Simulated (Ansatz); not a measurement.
Basis-set extrapolation for C8H16, SMILES `CC(C)=CC(C)(C)C` (PBE0-D4/def2-TZVP geometry, frozen core, Ansatz). Multiplicity 1, RHF reference.

```json
{"": "HF", "def2-TZVPP": "-312.357590", "def2-QZVPP": "-312.372033"}
{"": "MP2 correlation", "def2-TZVPP": "-1.393287", "def2-QZVPP": "-1.478559"}
{"": "CCSD(T) correlation", "def2-TZVPP": "-1.534839", "def2-QZVPP": "not run"}
```

Energies in hartree. Use E(X) = E(∞) + A·exp(−7.88·√X) for Hartree–Fock and E(X) = E(∞) + B·X^(−2.97) for correlation, with X = 3 and 4, and add CCSD(T) minus MP2 of the smaller set to the MP2 limit.

Task: What is the CCSD(T) energy at the basis-set limit?

Result: HF limit: -312.372033 + (-0.014443) × 0.13774 = -312.37402. MP2 limit: -1.478559 + (-0.085272) × 0.74074 = -1.54172. Higher-order term: -1.534839 − (-1.393287) = -0.14155. Total: -314.05729 hartree, 432.8 kJ/mol below CCSD(T)/def2-TZVPP.
